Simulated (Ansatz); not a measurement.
`[SiH3][SbH2]` + `CC(=N)O` → `C/C(O)=[N]\[SbH2]` + SiH₄ at 700 K and 1 bar (cleavage of the Sb–Si bond).

Computed with Ansatz on PBE0-D4/def2-TZVP structures; ΔE is electronic, products minus reactants. CBS: MP2 limit from def2 TZ/QZ plus the TZ coupled-cluster correction, frozen cores. This one scheme is used for every species. def2 core potentials past Kr. For Sb outer-core shells are correlated without core-valence functions, which leaves a few kJ/mol of doubt a bond. Each species was taken in one conformer, which may not be the lowest.

```json
{"species": "`[SiH3][SbH2]`", "CCSD(T)/CBS energy (Eh)": "-532.08095", "H − E (kJ/mol)": "155.2", "S (J/(mol·K))": "388.5"}
{"species": "`CC(=N)O`", "CCSD(T)/CBS energy (Eh)": "-208.98810", "H − E (kJ/mol)": "251.7", "S (J/(mol·K))": "369.3"}
{"species": "`C/C(O)=[N]\\[SbH2]`", "CCSD(T)/CBS energy (Eh)": "-449.58570", "H − E (kJ/mol)": "283.0", "S (J/(mol·K))": "487.5"}
{"species": "SiH₄", "CCSD(T)/CBS energy (Eh)": "-291.46306", "H − E (kJ/mol)": "115.5", "S (J/(mol·K))": "252.9"}
```

H − E and S are ideal-gas, rigid-rotor, harmonic terms from PBE0-D4/def2-TZVP, for one conformer and one mirror image of each species. 1 Eh = 2625.50 kJ/mol, R = 8.31446 J/(mol·K).

Task: By hand: ΔE, ΔH, ΔS and ΔG.

Result: ΔE = (-449.58570) + (-291.46306) − (-532.08095) − (-208.98810) = 0.02029 Eh = 53.3 kJ/mol. Δ(H − E) = 283.0 + 115.5 − 155.2 − 251.7 = -8.4, so ΔH = 44.9 kJ/mol. ΔS = 487.5 + 252.9 − 388.5 − 369.3 = -17.4 J/(mol·K). ΔG = 44.9 − 700 × (-17.4)/1000 = 57.1 kJ/mol.

Task: By hand: the equilibrium constant, and the temperature at which ΔG would vanish if ΔH and ΔS stayed fixed.

Result: log₁₀ K = −ΔG/(RT ln 10) = -4.3. ΔH and −TΔS have one sign here, so there is no such temperature.

ΔH outweighs TΔS. A doubt of 5 kJ/mol in ΔE shifts log₁₀ K by 0.4 here. Other conformers and mirror images would add mixing entropy, several J/(mol·K) or more a flexible species. Modes under 60 cm⁻¹, often nearly free rotors, make the harmonic entropy too high. These are equilibria of isolated gas molecules and say nothing of rates. Largest T1 diagnostic: 0.015 (customary marks: 0.02 for closed shells, 0.045 for open ones).
